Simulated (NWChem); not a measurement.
# AlHBrF; SMILES [F][AlH][Br]

```xyz
4

Al    -0.5219    -1.1160     0.0005
H     -2.0391    -1.5138     0.0045
F      0.6300    -2.2990    -0.0002
Br     0.1485     1.0384    -0.0003
```
Atoms are numbered in this order, from 1.

Coordinates come from a B3LYP/6-31G* (spherical d) optimisation.

Spin-orbit effects, on the heavy nuclei and on their neighbours, are missing.

Task: Give the principal values of the shielding tensors (ppm) of Al1, F3, Br4 from PBE/pcSseg-1, GIAO (NWChem), with their diamagnetic and paramagnetic parts as GIAO splits them.

Result: 
| atom | σ11 | σ22 | σ33 | isotropic | diamagnetic | paramagnetic |
|---|---|---|---|---|---|---|
| Al1 | 354.1 | 367.9 | 466.5 | 396.2 | 794.6 | -398.4 |
| F3 | 145.1 | 289.2 | 369.4 | 267.9 | 469.6 | -201.7 |
| Br4 | 2161.0 | 2433.9 | 2970.9 | 2521.9 | 3124.3 | -602.4 |
